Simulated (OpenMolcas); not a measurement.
# Cu5+, Ag5+, Au5+: d⁶ down the group

| Quantity | Value |
| --- | --- |
| Program | OpenMolcas |
| Method | CASSCF |
| Basis | ANO-RCC-VTZP |
| Scalar Hamiltonian | DKH2, point nucleus |
| Spin-orbit coupling | state interaction with AMFI integrals over the reference wave functions, term energies averaged over their components |

Active space for each ion: 6 electrons in 10 orbitals (d d).

Computed levels in cm-1 above ⁵D₄:

```csv
Level,Cu5+,Ag5+,Au5+
⁵D₃,1100,2489,9558
⁵D₁,2319,4713,13519
⁵D₀,2550,5137,13679
³H₆,32236,24093,26347
³H₅,32740,24638,26281
³F₂(1),37815,29197,32631
³P₁(1),38209,32169,52462
³G₅,40701,31363,42143
³G₄,41792,33337,41436
weight of ⁵D in the lowest level (%),100,98,78
```

Mixed levels, with the weight of the term that names them: Au5+ ⁵D₀ (74 %), Au5+ ³H₅ (52 %), Au5+ ³F₂(1) (66 %), Au5+ ³P₁(1) (70 %), Au5+ ³G₅ (52 %), Au5+ ³G₄ (57 %).

Measured, with the error of the calculation in %. Measured levels: Cu5+ from Sugar and Musgrove, J. Phys. Chem. Ref. Data 19, 527 (1990); Ag5+ from the list in Gamrath, thesis, University of Mons (2023).

```json
{"Level": "⁵D₃", "Cu5+": "1196 (-8.0)", "Ag5+": "2692 (-7.5)"}
{"Level": "⁵D₁", "Cu5+": "2490 (-6.8)", "Ag5+": "4941 (-4.6)"}
{"Level": "⁵D₀", "Cu5+": "2733 (-6.7)", "Ag5+": "5380 (-4.5)"}
{"Level": "³H₆", "Cu5+": "30418 (+6.0)", "Ag5+": "21512 (+12.0)"}
{"Level": "³H₅", "Cu5+": "31009 (+5.6)", "Ag5+": "21812 (+13.0)"}
{"Level": "³F₂(1)", "Cu5+": "33740 (+12.1)", "Ag5+": "25306 (+15.4)"}
{"Level": "³P₁(1)", "Cu5+": "32685 (+16.9)", "Ag5+": "28232 (+13.9)"}
{"Level": "³G₅", "Cu5+": "37378 (+8.9)", "Ag5+": "27958 (+12.2)"}
{"Level": "³G₄", "Cu5+": "38469 (+8.6)", "Ag5+": "29660 (+12.4)"}
```

The fine-structure level ⁵D₀ changes by a factor of 5.36 from Cu5+ to Au5+.

Without spin-orbit coupling ³H lies 31686, 22874, 20557 cm-1 above ⁵D in that order; the difference to the level ³H₆, of either sign, comes from spin-orbit coupling, which also lowers the zero.

Without dynamic correlation excited terms often stand tens of per cent too high (terms of higher spin than the ground term too low), and those without a measured partner can miss by more than the paired ones. Active for correlation alone: 4d; no level in the range computed is led by a configuration that fills it, so any true level of that kind is missing (holds for Cu5+). Active for correlation alone: 5d; no level in the range computed is led by a configuration that fills it, so any true level of that kind is missing (holds for Ag5+). Active for correlation alone: 6d; no level in the range computed is led by a configuration that fills it, so any true level of that kind is missing (holds for Au5+). Computed and measured levels are paired by configuration, term and J; levels that our copy of the source lacks, or whose pairing is in doubt (as where it misses far off the trend of its configuration), stay unpaired and out of the deviations. Only configurations of the active space appear.

A number in round brackets counts repeated terms of one configuration in the order of the reference energies.
